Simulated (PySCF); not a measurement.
## How methods differ on the ionisation energy of Eu⁴³⁺

Eu⁴³⁺ [Ar] 3d2 [3d3/2^2, M_J = 2] → Eu⁴⁴⁺ [Ar] 3d1 [3d3/2^1, M_J = 3/2], as a difference of total energies. Calculation: PySCF 2.14, in an even-tempered Gaussian basis (16 s from 9.8 bohr⁻², ratio 2.8; 12 p from 13 bohr⁻², ratio 2.8; 8 d from 13 bohr⁻², ratio 2.8; 3 f from 40 bohr⁻², ratio 3); the two-component X2C-1e Hamiltonian. Correlated levels: [Ne] frozen; the 74 highest virtual spinors dropped. "Screened" scales the spin-orbit matrix elements by Boettger's factors to mimic the two-electron term; Breit and QED terms are absent.

```json
{"method": "GHF (spin-free)", "ionisation energy (eV)": "3382.5"}
{"method": "GMP2 (spin-free)", "ionisation energy (eV)": "3382.0"}
{"method": "GHF (screened spin-orbit)", "ionisation energy (eV)": "3399.9"}
{"method": "GMP2 (screened spin-orbit)", "ionisation energy (eV)": "3399.6"}
```

Breit and QED terms and the two-electron picture change are absent.

The spin-free rows relax to the high-spin LS determinant and lack the spin-orbit shift.

The labels give the starting determinants; with spin-orbit coupling the two ends relaxed to ⟨J²⟩ = 6.03, ⟨L²⟩ = 10.27, ⟨S²⟩ = 1.54 and ⟨J²⟩ = 3.75, ⟨L²⟩ = 6.03, ⟨S²⟩ = 0.78.

For comparison: 3398 ± 4 eV (theoretical estimate listed by NIST; NIST Atomic Spectra Database, ionization energies).
